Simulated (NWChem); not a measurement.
## Total energies of diarsenic (As$_{2}$)

```xyz
2

As     0.0000     0.0000     1.0456
As     0.0000     0.0000    -1.0456
```
Charge 0, spin multiplicity 1.

All runs are NWChem calculations. The geometry was optimised at PBE0/def2-SVP, a minimum by its harmonic frequencies.

Basis set: def2-QZVP (150 functions).

| method | total energy (Ha) | relative cost |
|---|---|---|
| RHF | -4468.49773 | 1 |
| MP2 | -4469.13391 | 4 |
| B2PLYP | -4471.15875 | 7 |
| PBE | -4471.19915 | under 3 |
| B3LYP | -4471.94538 | under 3 |
| BHandHLYP | -4471.81954 | under 3 |

Total energies of different functionals aren't comparable as a measure of quality: only differences taken within one method are. The cost column gives rough processor time relative to RHF; each entry includes its own SCF.

The Hamiltonian is non-relativistic. The correlated methods keep 18 core orbitals frozen. B3LYP has NWChem's definition, with VWN1-RPA local correlation.
